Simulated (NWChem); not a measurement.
# CH$_{6}$O$_{2}$Si$_{2}$; SMILES OC1[SiH2]O[SiH2]1

```xyz
11

O      0.0069     2.1006    -0.3111
C     -0.0413     0.9255     0.4653
Si     1.2818    -0.3887     0.0110
O      0.0620    -1.5468    -0.2349
Si    -1.2526    -0.5005     0.0060
H     -0.7814     2.6203    -0.1245
H     -0.0320     1.1268     1.5576
H      2.2092    -0.8098     1.1015
H      2.0471    -0.0783    -1.2286
H     -2.1542    -1.0094     1.0828
H     -2.0413    -0.2516    -1.2365
```
Atoms are numbered in this order, from 1.

Geometry: optimised at PBE0/def2-SVP.

Give the principal values of the shielding tensors (ppm) of O1, C2, Si3, O4, Si5 from PBE0/pcSseg-1, GIAO (NWChem), with their diamagnetic and paramagnetic parts as GIAO splits them.


| atom | σ11 | σ22 | σ33 | isotropic | diamagnetic | paramagnetic |
|---|---|---|---|---|---|---|
| O1 | 273.3 | 313.2 | 406.2 | 330.9 | 388.1 | -57.2 |
| C2 | 71.4 | 114.1 | 160.4 | 115.3 | 250.4 | -135.1 |
| Si3 | 285.2 | 310.8 | 411.0 | 335.7 | 879.5 | -543.9 |
| O4 | 220.8 | 285.6 | 341.2 | 282.5 | 394.7 | -112.1 |
| Si5 | 280.5 | 318.3 | 414.4 | 337.8 | 879.6 | -541.8 |
